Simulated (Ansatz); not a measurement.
CH₇AlO₂Si (`C[SiH](O)[AlH][OH]`), relaxed with RKS PBE-D4/def2-SVP in the Gaussian-basis code of Ansatz from a rough embedded geometry. The force threshold is 0.03 eV/Å; the program also tests the step.

Total charge 0; spin multiplicity 1.

Start:

```xyz
12

C     1.515    0.249    0.584
Si    0.058   -0.843    0.427
O    -0.629   -1.034    1.957
Al   -1.547    0.127   -1.014
O    -1.015    0.522   -2.787
H     1.299    1.210    0.966
H     2.286   -0.261    1.265
H     2.010    0.316   -0.427
H     0.452   -2.166   -0.059
H    -0.877   -0.118    2.294
H    -2.931    0.578   -0.496
H    -0.621    1.420   -2.712
```

| step | energy (eV) | largest force (eV/Å) | largest move (Å) |
| --- | --- | --- | --- |
| 1 | -19699.0177 | 2.732 | 0.000 |
| 2 | -19699.4523 | 1.637 | 0.191 |
| 3 | -19699.5595 | 1.549 | 0.195 |
| 4 | -19699.5947 | 2.491 | 0.195 |
| 5 | -19699.7322 | 1.007 | 0.200 |
| 6 | -19699.8131 | 0.524 | 0.200 |
| 7 | -19699.8369 | 0.243 | 0.200 |
| 8 (rejected) | -19699.8357 | 0.189 | 0.064 |
| 9 | -19699.8417 | 0.042 | 0.031 |
| 10 | -19699.8443 | 0.050 | 0.071 |
| 11 | -19699.8448 | 0.057 | 0.030 |
| 12 | -19699.8450 | 0.010 | 0.009 |

End:

```xyz
12

C     1.725    0.206    0.683
Si    0.112   -0.773    0.490
O    -0.623   -1.114    1.987
Al   -1.476    0.353   -1.027
O    -0.871    0.699   -2.609
H     1.553    1.228    1.077
H     2.420   -0.319    1.372
H     2.221    0.301   -0.306
H     0.479   -2.133   -0.049
H    -1.152   -0.382    2.348
H    -2.985    0.800   -0.671
H    -1.404    1.132   -3.296
```

It took 20 s on 4 threads of an Arm Neoverse V1 on a shared host, with 0.16 GiB of host memory at the peak.
